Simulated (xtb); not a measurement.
H₂Pb₂, SMILES [PbH]#[PbH]. All values are semi-empirical tight-binding results from xtb (GFN2-xTB unless named), good for trends rather than for accurate numbers. Coordinates come from a GFN2-xTB optimisation.

A frequency run showed that this geometry is not a minimum.

For metal compounds this method's bond lengths and energies can be far off.

Estimate the properties. (Estimate from the structure and the level; the computed values follow.)


- point group as xtb finds it: C2h
- orbital gap: 0.59 eV
